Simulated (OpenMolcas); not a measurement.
Rh²⁺.

```
Program             : OpenMolcas
Method              : CASSCF
Basis               : ANO-RCC-VQZP [8s7p5d3f2g1h]
Scalar Hamiltonian  : DKH2, point nucleus
Active space        : 7 electrons in 10 orbitals (4d 5d)
State averaging     : 2S+1 = 4 even, 10 roots; 2S+1 = 2 even, 40 roots
Spin-orbit coupling : state interaction with AMFI integrals over the reference wave functions, term energies averaged over their components
```

Levels without dynamic correlation, in cm-1 above 4d7 4F 9/2:

```tsv
Level	E
4d7 2H 11/2	20187
4d7 4P 5/2	14513
4d7 2G 9/2	15271
4d7 2D 5/2(1)	22067
4d7 2F 5/2	33459
```

On this reference, MS-CASPT2, IPEA 0.25 Eh, imaginary shift 0.1 Eh (closed shells correlated: 4s 4p) puts 4d7 2H 11/2 at 17920 cm-1.

**Question.** Estimate the other levels at that method by one scale factor, and say how well it serves.

**Answer.** The factor is 17920 / 20187 = 0.888. Scaled values beside those that MS-CASPT2 gives and measured ones (the list in Shadmi, J. Res. Natl. Bur. Stand. 70A, 435 (1966)):
| Level | Scaled | MS-CASPT2 | Miss (%) | Measured |
| --- | --- | --- | --- | --- |
| 4d7 4P 5/2 | 12888 | 11410 | +12.9 | 11062 |
| 4d7 2G 9/2 | 13561 | 13250 | +2.3 |  |
| 4d7 2D 5/2(1) | 19595 | 18810 | +4.2 |  |
| 4d7 2F 5/2 | 29712 | 27480 | +8.1 |  |
For these levels the scaled values miss MS-CASPT2 by up to 12.9 %, as correlation changes each term by its own factor, spin-orbit parts do not scale and CASPT2 has its own spread within terms. This holds within one configuration; levels of others move differently, and the target method has errors of its own against measurement.

CASPT2 does not keep the components of a term degenerate, so their means are used; among the terms shown or strongly mixed into the levels shown the widest spread is 1200 cm-1 (4d7 4F, MS-CASPT2). Active for correlation alone: 5d; no level in the range computed is led by a configuration that fills it, so any true level of that kind is missing. Without dynamic correlation excited terms often stand tens of per cent too high (terms of higher spin than the ground term too low), and those without a measured partner can miss by more than the paired ones (holds for CASSCF). The CASPT2 spread within a term exceeds the gap to the next term for 4d7 2H and 4d7 2D(1), so the order of their levels is uncertain (holds for MS-CASPT2). Measured partners are found by configuration, term and J. A level has none where our copy of the source lacks it or the pairing is in doubt (some pairs that miss far off the trend of their configuration count as doubtful), and it then counts in no deviation. Only configurations of the active space appear.

A number in round brackets counts repeated terms of one configuration in the order of the reference energies.
